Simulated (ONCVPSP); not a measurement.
## Tl (Z = 81), ONCV: configuration errors across variants

ONCVPSP 4.0.1 input, shortened (lines: element, Z, core and valence counts, functional; n l f; lmax; l rc ep ncon nbas qcut; lloc lpopt rc5 dvloc0; l nproj debl; icmod fcfact rcfact), LDA (Perdew-Zunger), scalar-relativistic:

```
  Tl 81.00   10    5        3      upf
    1    0    2.00
    2    0    2.00
    2    1    6.00
    3    0    2.00
    3    1    6.00
    3    2   10.00
    4    0    2.00
    4    1    6.00
    4    2   10.00
    4    3   14.00
    5    0    2.00
    5    1    6.00
    5    2   10.00
    6    0    2.00
    6    1    1.00
    2
    0    1.65    0.00    4    8    6.50
    1    1.30    0.00    4    7   12.40
    2    1.20    0.00    4    7    9.20
    4    5    0.75    3.00
    0    3    3.30
    1    2    2.90
    2    2    0.60
    0    0.00    0.00
```

All-electron excitation energies from the reference (eV): (1) 5s2 5p6 5d10 6s2 6p0 5.409; (2) 5s2 5p6 5d10 6s1 6p0 26.609; (3) 5s1 5p6 5d10 6s2 6p1 138.865.

2 further variants failed, have other tests or another functional or relativity, and are left out.

A true bound ghost makes a file unfit for plane-wave use even where its test errors are small: the radial tests pick states by their node count and pass the ghost by.

Errors AE − PS in meV (a dash: test not solved or not reliable):

```csv
change,(1),(2),(3),bound ghosts,GHOST(+) flags above zero
base,-2.2,-11,-792,s,p
s: rc 1.28,-2.2,-10,-386,none,"s, p"
d: rc 1.02,-2.2,-11,-789,s,"p, d"
d: nproj 0; local potential the d channel,-2.3,-12,-781,none,none
s: qcut 5.3; p: qcut 10.2; d: qcut 7.5,-2.2,-12,-865,s,p
p: qcut 9.9,-2.2,-11,-789,s,p
```

Give the same row for: local potential polynomial inside 0.75 bohr (lpopt 5, dvloc0 7.5 Ha).

-2.2, -12, -792; bound ghosts: none; GHOST(+) flags above zero: s, p.
